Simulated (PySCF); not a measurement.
## Radial density of Ni (nickel, neutral)

UHF, [Ar] 3d8 4s2, high-spin 3F determinant. Calculation: PySCF 2.14, in def2-SVP (5s3p2d1f, 31 functions); the non-relativistic Hamiltonian (point nucleus).

| r (bohr) | 4πr²ρ (e/bohr) | 4πr²(ρα − ρβ) |
| --- | --- | --- |
| 0.00101 | 0.1776 | 0.0000 |
| 0.00170 | 0.4907 | 0.0000 |
| 0.00286 | 1.310 | 0.0000 |
| 0.00481 | 3.306 | 0.0001 |
| 0.00808 | 7.809 | 0.0002 |
| 0.0136 | 16.22 | 0.0005 |
| 0.0229 | 27.57 | 0.0007 |
| 0.0385 | 33.74 | 0.0008 |
| 0.0647 | 28.39 | 0.0025 |
| 0.109 | 29.52 | 0.0269 |
| 0.183 | 38.12 | 0.2088 |
| 0.308 | 20.67 | 0.8989 |
| 0.518 | 18.74 | 1.9718 |
| 0.871 | 15.73 | 1.7627 |
| 1.47 | 3.899 | 0.5888 |
| 2.47 | 1.069 | 0.0802 |
| 4.15 | 0.3348 | -0.0106 |
| 6.97 | 0.02194 | -0.0040 |
| 11.7 | 5.271e-05 | 0.0000 |

Where is the radial spin density 4πr²(ρα − ρβ) most negative, and why is it negative at all?

Around r = 4.15 bohr, down to -0.0106 e/bohr: exchange with the open shell polarises the paired shells in an unrestricted calculation.
